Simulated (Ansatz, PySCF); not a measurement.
Energy difference R1 → P1 + P2, each structure at its B3LYP-D3(BJ)/def2-TZVP stationary point, reached from a drawn start (curvature not checked).
R1: BH3 (SMILES B), charge 0, multiplicity 1.
P1, BH (SMILES [BH]) (charge 0, multiplicity 1, Z-matrix in Å and degrees):
```
B
H 1 1.2330
```
P2: H2 (SMILES [H][H]), charge 0, multiplicity 1.

P less R. No zero-point or thermal terms.

The values were computed with Ansatz (a first-principles code) with Gaussian orbitals; PySCF for M06-2X and the D3/D4 terms. All values are computed, each at the level named.

| level | reaction energy (kJ/mol) |
|---|---|
| HF/cc-pVQZ | 360.7 |
| PBE-D3(BJ)/def2-TZVPP | 389.0 |
| BLYP/def2-TZVPP | 369.4 |
| revPBE-D4/def2-TZVPP | 374.5 |
| r2SCAN/def2-TZVPP | 398.8 |
| r2SCAN-D3(BJ)/def2-TZVPP | 399.1 |
| BHLYP-D4/def2-TZVPP | 388.6 |
| M06-2X/def2-TZVPP | 379.0 |
| CAM-B3LYP-D3(BJ)/def2-TZVPP | (withheld) |

### Question
Fill in the missing entries.

### Answer

- CAM-B3LYP-D3(BJ)/def2-TZVPP, reaction energy (kJ/mol): 390.9
